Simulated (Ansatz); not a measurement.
Isolated molecules relaxed with PBE0-D4/def2-TZVP in Ansatz; ΔE leaves out vibrations. CBS: MP2 limit from def2 TZ/QZ plus the TZ coupled-cluster correction, frozen cores. This one scheme is used for every species. DFT in def2-TZVPP. B3LYP here is the variant with VWN-RPA as its local correlation; programs differ in this. def2 core potentials past Kr. For In outer-core shells are correlated without core-valence functions, which leaves a few kJ/mol of doubt a bond. Each species was taken in one conformer, which may not be the lowest.

`[NH2][In]([NH2])[O][SiH3]` + H₂O → `[NH2][In]([OH])[O][SiH3]` + NH₃  (formal hydrolysis of the In–N bond)

```json
{"level": "BLYP-D4", "ΔE (kcal/mol)": "-5.8", "difference from CCSD(T)/CBS": "-1.9"}
{"level": "B97M-V", "ΔE (kcal/mol)": "-6.6", "difference from CCSD(T)/CBS": "-2.7"}
{"level": "PBE0-D4", "ΔE (kcal/mol)": "-4.2", "difference from CCSD(T)/CBS": "-0.3"}
{"level": "r2SCAN0-D4", "ΔE (kcal/mol)": "-4.5", "difference from CCSD(T)/CBS": "-0.6"}
{"level": "CAM-B3LYP-D4", "ΔE (kcal/mol)": "-4.9", "difference from CCSD(T)/CBS": "-1.0"}
{"level": "ωB97M-V", "ΔE (kcal/mol)": "-4.6", "difference from CCSD(T)/CBS": "-0.7"}
{"level": "PBE-QIDH", "ΔE (kcal/mol)": "-4.1", "difference from CCSD(T)/CBS": "-0.2"}
{"level": "PBE", "ΔE (kcal/mol)": "-5.5", "difference from CCSD(T)/CBS": "-1.6"}
{"level": "revPBE", "ΔE (kcal/mol)": "-5.9", "difference from CCSD(T)/CBS": "-2.0"}
{"level": "PBE0", "ΔE (kcal/mol)": "-4.6", "difference from CCSD(T)/CBS": "-0.7"}
{"level": "B3LYP", "ΔE (kcal/mol)": "-5.6", "difference from CCSD(T)/CBS": "-1.7"}
{"level": "r2SCAN0", "ΔE (kcal/mol)": "-4.7", "difference from CCSD(T)/CBS": "-0.8"}
{"level": "HF/def2-TZVPP", "ΔE (kcal/mol)": "-5.2", "difference from CCSD(T)/CBS": "-1.3"}
{"level": "SCS-MP2/def2-TZVPP", "ΔE (kcal/mol)": "-4.4", "difference from CCSD(T)/CBS": "-0.5"}
{"level": "CCSD(T)/def2-TZVPP", "ΔE (kcal/mol)": "-4.1", "difference from CCSD(T)/CBS": "-0.2"}
{"level": "MP2/def2-QZVPP", "ΔE (kcal/mol)": "-3.7", "difference from CCSD(T)/CBS": "0.2"}
{"level": "CCSD(T)/CBS", "ΔE (kcal/mol)": "-3.9", "difference from CCSD(T)/CBS": "0"}
```

Largest T1 diagnostic among the species: 0.016.

Leaving LDA and LC-ωPBE aside and taking each functional with its dispersion term where it has one, the values spread over 2.5 kcal/mol, from B97M-V to PBE-QIDH. LDA lies +1.6 kcal/mol from PBE without D4. From BLYP to BHLYP (50 % exact exchange), in def2-TZVPP and without D4, ΔE moves by +1.5 kcal/mol.

CCSD(T)/CBS has its own doubt, a few kJ/mol and more with outer-core shells, so smaller differences from it don't rank the levels.
